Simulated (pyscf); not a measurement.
Single points on ωB97X-D3(BJ)/def2-SVP structures (PySCF, gas phase).

Task: What is the homolytic dissociation enthalpy (298 K, ωB97M-D3(BJ)/def2-TZVP) of the Br–Ge bond of HO–Ge(OH)(OH)–Br, to HO–Ge•(OH)–OH + Br•?

Result: Br–Ge to HO–Ge•(OH)–OH + Br•: 84.2 kcal/mol. The 7 functionals that were run give +82.4 (B3LYP-D3(BJ)) to +91.4 kcal/mol (ωB97X-D3(BJ)). Other isomers of HO–Ge•(OH)–OH were not searched in full and may lie lower. Left out: the spin-orbit lowering of Br, which is large for Br, Se, Te and I. Elements up to Kr have no core potential and no relativistic terms here.
